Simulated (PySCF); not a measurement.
EPR parameters of C2H4F3OSi

Species: C2H4F3OSi (doublet state).
Z-matrix (Å and degrees, GFN2-xTB geometry), rows numbered from 1:
```
O 
Si  1  1.6114
C   2  1.8644  1  112.87
C   3  1.4651  2  122.44  1     2.35
F   4  1.3586  3  113.05  2   -82.91
F   4  1.3547  3  113.11  2    35.80
F   4  1.3448  3  113.78  2   156.70
H   1  0.9544  2  124.75  3   -41.60
H   2  1.4663  1  111.81  3   118.96
H   2  1.4577  1  102.86  3  -117.71
H   3  1.0754  2  123.37  1  -173.47
```

The hyperfine couplings belong to this conformer and change with its torsions.

As a line formula: `O[SiH2][CH]C(F)(F)F` [radical].

Computed, not measured: PySCF, UKS B3LYP, pcH-1 on C F H O Si, non-relativistic, mean-field spin-orbit, GIAO. Isolated species at its GFN2-xTB geometry (one conformer only). A GFN2-xTB geometry isn't a minimum of the functional, and hyperfine couplings can be far from their values at a DFT geometry. The SCF solution wasn't tested for stability.

```
g1, g2, g3                      : 2.00213, 2.00232, 2.00285
g_iso                           : 2.00243
Form of g                       : rhombic: the two nearest values differ by 27 % of g3 − g1
⟨S²⟩                            : 0.7533 (exact 0.7500)
α and β electrons               : 33, 32
HOMO–LUMO gap, α and β orbitals : 7.68, 5.17 eV
Total energy                    : -742.89343 Eh
```

Isotropic coupling and dipolar principal values T1 to T3, in MHz; ρ(0) is the spin density at the nucleus:

```
atom  isotope  a_iso  of which spin–orbit     T1     T2     T3  Mulliken spin population  ρ(0) (bohr⁻³)
  O1      17O    1.0                  0.0   -0.5    0.1    0.3                      0.00        -0.0017
 Si2     29Si   44.1                 -0.1   -2.3    0.2    2.1                     -0.04        -0.0497
  C3      13C   82.3                 -0.1  -78.2  -77.2  155.4                      1.00         0.0733
  C4      13C  -37.2                  0.0   -3.2    1.1    2.2                     -0.04        -0.0331
  F5      19F  151.0                  0.4  -93.6  -88.6  182.2                      0.03         0.0358
  F6      19F   44.7                  0.1  -37.4  -34.2   71.6                      0.01         0.0106
  F7      19F   24.2                  0.1  -30.3  -25.1   55.4                      0.01         0.0057
  H8       1H   -0.3                  0.0   -2.3   -1.8    4.2                      0.00        -0.0001
  H9       1H   60.1                  0.0   -3.7   -1.8    5.4                      0.03         0.0134
 H10       1H   64.3                  0.0   -3.4   -1.7    5.0                      0.03         0.0144
 H11       1H  -58.8                  0.0  -37.1   -1.5   38.6                     -0.04        -0.0131
```

The largest Mulliken spin population is on C3 (+1.00). The angles at C3 add up to 359.9°, so it is planar; its axial dipolar tensor and the negative coupling of its proton fit spin in a p orbital normal to that plane.

Axes: g3 points within 10° of the C3–C4 bond.

Under fast tumbling the dipolar parts average out, and these isotropic splittings remain: 3 × 19F (F5/F6/F7, I = 1/2, 4 lines) with 2.62 mT, 2 × 1H (H9/H10, I = 1/2, 3 lines) with 2.22 mT and 1 × 1H (H11, I = 1/2, 2 lines) with 2.10 mT.

Nuclei that the bonding pattern makes equivalent are averaged, as if the motion that swaps them (rotation, inversion, ring flip) were fast. The three 19F nuclei of mean +73.3 MHz run from 24.2 to 151.0 MHz in the frozen geometry.

The 13C coupling of C3 (82.3 MHz) shows only in satellite lines or after enrichment, since that isotope makes up about 1.07 % of natural carbon.

The 29Si coupling of Si2 (44.1 MHz) shows only in satellite lines or after enrichment, since that isotope makes up about 4.7 % of natural silicon.

On one thread, Arm Neoverse V2 (aarch64), no GPU (shared host), this took 39 s wall (with the writing of density and orbital grids) and 0.86 GiB of memory at its peak.
